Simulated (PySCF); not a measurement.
Compound: C6H14N2Si2.
Geometry (PBE0-D3(BJ)/def2-SVP, Å), atoms numbered from 1 in this order:
```xyz
24
C6H14N2Si2 angstrom
C     -3.066    1.530   -0.801
N     -2.125    0.486   -0.497
C     -2.420   -0.842   -0.366
C     -1.267   -1.514   -0.021
C     -0.221   -0.547    0.060
C      1.217   -0.786    0.421
Si     1.400   -1.378    2.226
N      2.092    0.362    0.245
Si     2.846    0.772   -1.264
C     -0.794    0.676   -0.235
H     -3.982    1.088   -1.215
H     -3.335    2.112    0.097
H     -2.649    2.218   -1.551
H     -3.431   -1.208   -0.531
H     -1.179   -2.587    0.146
H      1.609   -1.610   -0.204
H      0.463   -2.498    2.546
H      2.803   -1.825    2.486
H      1.090   -0.213    3.114
H      1.935    1.106    0.917
H      3.833    1.858   -0.981
H      1.928    1.261   -2.348
H      3.537   -0.445   -1.789
H     -0.345    1.665   -0.297
```

Level: PBE0/pcSseg-1 in PySCF, non-relativistic, on one gas-phase PBE0-D3(BJ)/def2-SVP geometry that isn't relaxed in the solvent. The solvent is an IEF-PCM continuum (Bondi radii, 1.10 Å for H, scaled by 1.2). The model holds no explicit solvent molecules, cavitation or dispersion.

Gas phase at PBE0/pcSseg-1: HOMO -6.00 eV, LUMO 0.60 eV, dipole 3.00 D.

Task: What does the continuum do to the energy, the frontier levels and the dipole at PBE0/pcSseg-1 in acetonitrile and water?

Result: 
```csv
solvent,ε,E(solvent) − E(gas) (kJ/mol),polarisation term (kJ/mol),distortion of the solute (kJ/mol),HOMO (eV),LUMO (eV),dipole (D)
acetonitrile,35.69,-23.64,-26.74,3.10,-6.03,0.63,3.73
water,78.36,-24.35,-27.65,3.30,-6.03,0.62,3.75
```

The polarisation term is half the interaction of the solute with the surface charges that it induces; the rest is the cost of distorting the solute's density. The sum is the electrostatic part of solvation alone. From acetonitrile to water the lowering changes by a factor 1.03, Onsager's factor (ε − 1)/(2ε + 1) by 1.02 and ε itself by 2.2.

Task: Which radius a makes the point-dipole formula ΔE = −[(ε − 1)/(2ε + 1)]·μ²/a³ give the value in water, with the gas-phase dipole?

Result: μ = 1.182 au and |ΔE| = 0.00928 Eh give a = 2.22 Å; the farthest nucleus lies 4.38 Å from the centroid of the nuclei, so such a sphere wouldn't even hold the nuclei. The formula assumes a rigid point dipole at the centre of a sphere.

Task: Give the dipole vector in the frame of the coordinates (D, pointing from negative to positive charge), gas and water.

Result: Gas (-2.45, 1.66, -0.51), solvent (-2.90, 2.30, -0.59). Its length changes by +25 % and its direction by 4°.

Task: Which ESP-fitted charges (PBE0/pcSseg-1) respond most in acetonitrile (means over atoms taken as equivalent)?

Result: 
```json
{"atoms": "N8", "environment": "silicon-bound nitrogen", "gas (e)": "-0.691", "solvent (e)": "-0.763", "change": "-0.072"}
{"atoms": "C4", "environment": "aromatic CH carbon", "gas (e)": "-0.353", "solvent (e)": "-0.418", "change": "-0.065"}
{"atoms": "H20", "environment": "N–H hydrogen", "gas (e)": "+0.360", "solvent (e)": "+0.402", "change": "+0.042"}
{"atoms": "C6", "environment": "sp3 carbon bound to nitrogen", "gas (e)": "-0.050", "solvent (e)": "-0.017", "change": "+0.033"}
{"atoms": "H24", "environment": "aromatic hydrogen", "gas (e)": "+0.203", "solvent (e)": "+0.232", "change": "+0.029"}
{"atoms": "Si9", "environment": "SiH3 silicon", "gas (e)": "+0.496", "solvent (e)": "+0.518", "change": "+0.022"}
```

Task: How do the nuclear quadrupole coupling constants eQVzz/h respond in acetonitrile?

Result: 
| nucleus | Q (barn) | gas (MHz) | solvent (MHz) | η gas | η solvent |
| --- | --- | --- | --- | --- | --- |
| 14N at N2 | 0.02044 | -3.25 | -3.01 | 0.25 | 0.19 |
| 14N at N8 | 0.02044 | -5.23 | -5.11 | 0.34 | 0.35 |
